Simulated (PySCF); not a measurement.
**NbH₅: one-bond stretch**

Level of theory: PySCF, PBE0, basis Nb def2-TZVP with ECP28, H def2-TZVP (scalar-relativistic core potentials, no spin–orbit coupling, density fitting).

Rigid scan from the singlet minimum (Nb–H 1.715 Å (×2), Nb–H 1.749 Å (×2), Nb–H 1.774 Å; H–Nb–H 64.4°, H–Nb–H 70.6° (×2), H–Nb–H 102.3°, H–Nb–H 116.8° (×2), H–Nb–H 118.1° (×2), H–Nb–H 119.9° (×2)). Coordinate: the bond from Nb to the last atom (H) scaled, the rest fixed. Energies in kJ/mol from the minimum.

**Question.** Predict the curve at 0.92, 0.96, 1.00, 1.05, 1.12, 1.20, 1.35, 1.55, 1.80, 2.20.

**Answer.** 
```json
{"scale of one bond": "0.92", "E (kJ/mol)": "13.8", "dipole size (D)": "1.99"}
{"scale of one bond": "0.96", "E (kJ/mol)": "3.1", "dipole size (D)": "1.79"}
{"scale of one bond": "1.00", "E (kJ/mol)": "0.0", "dipole size (D)": "1.60"}
{"scale of one bond": "1.05", "E (kJ/mol)": "4.1", "dipole size (D)": "1.38"}
{"scale of one bond": "1.12", "E (kJ/mol)": "20.2", "dipole size (D)": "1.11"}
{"scale of one bond": "1.20", "E (kJ/mol)": "48.0", "dipole size (D)": "0.88"}
{"scale of one bond": "1.35", "E (kJ/mol)": "111.4", "dipole size (D)": "0.82"}
{"scale of one bond": "1.55", "E (kJ/mol)": "197.0", "dipole size (D)": "–"}
{"scale of one bond": "1.80", "E (kJ/mol)": "288.0", "dipole size (D)": "–"}
{"scale of one bond": "2.20", "E (kJ/mol)": "389.5", "dipole size (D)": "–"}
```

At long bonds a restricted determinant can lie too high, and another spin state can fall below this curve.

Other isomers or separated fragments may lie lower.

The scan took 8.9 s on 2 threads of a shared Arm Neoverse V1 host; the process peaked at 1.1 GiB.
